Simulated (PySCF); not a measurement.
H$_{2}$Si, triplet, at a GFN2-xTB geometry. Base run: PySCF with SVWN5/6-31G.

The PySCF input:
```python
from pyscf import gto, scf, dft

mol = gto.M(
    atom='''
Si   -0.00166170    0.08538378    0.00495698
H    -1.25761844   -0.62511866    0.01233517
H     1.28088231   -0.57025423   -0.08173290
''',
    basis='6-31g',
    spin=2,
    verbose=4,
)

mf = dft.UKS(mol)
mf.xc = 'lda,vwn'
mf.kernel()
```

Each row names what was changed in the base input (with any setting that the change needs).

| change | ΔE vs base (mEh) | fitting functions | dipole (D) |
|---|---|---|---|
| base | 0.000 | - | 0.38 |
| auxbasis = cc-pvtz-jkfit | -0.007 | 181 | 0.38 |
| auxbasis = def2-universal-jkfit | -0.029 | 164 | 0.38 |
| auxbasis = def2-universal-jfit | -0.053 | 73 | 0.38 |
| auxbasis = even-tempered beta=1.6 | -1.260 | 205 | 0.38 |
| auxbasis = cc-pvdz-jkfit | -0.009 | 158 | 0.38 |
| auxbasis = even-tempered beta=2.0 | -1.340 | 137 | 0.39 |
| auxbasis = cc-pvtz-ri | -13.469 | 182 | 0.38 |
| auxbasis = def2-tzvp-ri | -18.674 | 143 | 0.38 |
| auxbasis = default (with mf = mf.density_fit()) | -0.009 | 158 | 0.38 |

A fitting set is made for a task (jfit for Coulomb, jkfit for Coulomb and exchange, ri for correlation) and for a family of orbital bases.

Open shells are given as the SCF converged; they aren't shown to be the lowest states, and a large step between rows can be another state.
